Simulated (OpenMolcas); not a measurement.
**Multiplet structure of Os4+**

* Program: OpenMolcas 26.06
* Method: SS-RASPT2, IPEA 0.25 Eh, imaginary shift 0.1 Eh (closed shells correlated: 5s)
* Basis: ANO-RCC-VQZP [9s8p6d4f3g2h]
* Scalar Hamiltonian: DKH2, point nucleus
* Active space: 10 electrons in 8 orbitals (RAS1 5p, at most 2 holes; RAS2 5d)
* State averaging: 2S+1 = 5 even, 5 roots; 2S+1 = 3 even, 45 roots; 2S+1 = 1 even, 50 roots
* Spin-orbit coupling: RASSI with atomic mean-field integrals over the reference wave functions, term energies averaged over their components

With spin-orbit coupling, above the lowest level:

| Configuration | Term | J | E (cm-1) | Measured (cm-1) | g | Term weight % | Second |
| --- | --- | --- | --- | --- | --- | --- | --- |
| 5d4 | 5D | 0 | 0.0 | 0.0 |  | 64 | 32 3P(1) |
| 5d4 | 5D | 1 | 4500 | 4311 | 1.499 | 84 | 15 3P(1) |
| 5d4 | 5D | 2 | 8400 | 8083 | 1.475 | 91 | 3 3P(1) |
| 5d4 | 5D | 3 | 11430 | 11018 | 1.453 | 87 | 7 3F(1) |
| 5d4 | 5D | 4 | 13430 | 12966 | 1.394 | 68 | 22 3F(1) |
| 5d4 | 3P(1) | 0 | 19260 |  |  | 51 | 35 5D |
| 5d4 | 3H | 4 | 21210 | 20374 | 0.976 | 57 | 15 5D |
| 5d4 | 3G | 3 | 25010 | 23942 | 0.908 | 61 | 24 3F(1) |
| 5d4 | 3F(1) | 2 | 25650 |  | 0.815 | 67 | 18 1D(1) |
| 5d4 | 3P(1) | 1 | 26110 | 24680 | 1.395 | 77 | 13 5D |
| 5d4 | 3H | 5 | 26370 | 25344 | 1.072 | 77 | 23 3G |
| 5d4 | 3H | 6 | 28580 | 27669 | 1.123 | 73 | 27 1I |
| 5d4 | 3G | 4 | 31210 |  | 1.045 | 53 | 21 3H |
| 5d4 | 3P(1) | 2 | 32170 |  | 1.294 | 48 | 41 3D |
| 5d4 | 3F(1) | 4 | 33350 |  | 1.131 | 36 | 28 1G(1) |
| 5d4 | 3F(1) | 3 | 34030 |  | 1.149 | 42 | 35 3D |
| 5d4 | 3D | 3 | 36170 |  | 1.105 | 37 | 28 3G |
| 5d4 | 1D(1) | 2 | 37560 |  | 1.117 | 32 | 24 3P(1) |
| 5d4 | 3G | 5 | 38510 | 37016 | 1.162 | 77 | 23 3H |
| 5d4 | 3D | 1 | 40250 | 38536 | 0.626 | 87 | 8 3P(1) |
| 5d4 | 1I | 6 | 40410 | 39284 | 1.044 | 73 | 27 3H |
| 5d4 | 1G(1) | 4 | 46220 |  | 1.085 | 43 | 23 3F(2) |
| 5d4 | 3D | 2 | 46490 |  | 1.138 | 24 | 22 1D(1) |
| 5d4 | 1S(1) | 0 | 46570 |  |  | 75 | 16 3P(1) |
| 5d4 | 1F | 3 | 48410 | 46549 | 1.063 | 63 | 21 3D |
| 5d4 | 3P(2) | 2 | 51850 |  | 1.338 | 73 | 12 3F(2) |
| 5d4 | 3F(2) | 4 | 55090 |  | 1.169 | 54 | 18 1G(2) |
| 5d4 | 3F(2) | 2 | 57770 |  | 0.824 | 62 | 18 1D(1) |
| 5d4 | 3F(2) | 3 | 58140 | 55872 | 1.073 | 80 | 18 1F |
| 5d4 | 3P(2) | 1 | 58770 | 55988 | 1.483 | 98 |  |
| 5d4 | 3P(2) | 0 | 61990 |  |  | 85 | 8 1S(1) |
| 5d4 | 1G(2) | 4 | 62230 |  | 1.053 | 76 | 20 3F(2) |
| 5d4 | 1D(2) | 2 | 76200 |  | 1.001 | 93 | 3 3D |
| 5d4 | 1S(2) | 0 | 95550 |  |  | 94 | 6 3P(2) |

Against the 15 measured excited levels shown (the list in Palmeri et al., Atoms 14, 22 (2026)) the mean absolute deviation is 1200 cm-1; the largest miss in energy is 5d4 3P1(2): computed 58770, measured 55988 cm-1 (+5.0 %).

Spin-orbit coupling puts the lowest level 13914 cm-1 below the lowest spin-free term.

A least-squares Racah fit to the terms below 60000 cm-1, each weighted by 2L + 1 and with a free common offset, gives B = 720 cm-1 and C = 3111 cm-1 (C/B = 4.32), with an rms deviation of 546 cm-1.

CASPT2 does not keep the components of a term degenerate, so their means are used; among the terms shown or strongly mixed into the levels shown the widest spread is 320 cm-1 (5d4 1G(2)). Active for correlation alone: 5p; no level in the range computed is led by a configuration that opens it, so any true level of that kind is missing. Measured partners are found by configuration, term and J. A level has none where our copy of the source lacks it or the pairing is in doubt (some pairs that miss far off the trend of their configuration count as doubtful), and it then counts in no deviation. Levels of configurations outside the active space are missing. The first state left out of the spin-orbit step lies near 780000 cm-1 above the lowest spin-free state of the reference (among the parities and spins computed), and the list stops at four fifths of that energy or lower.

The term weight is that of the spin-free term in the level, not the purity of its configuration. A number in round brackets counts repeated terms of one configuration in the order of the reference energies.
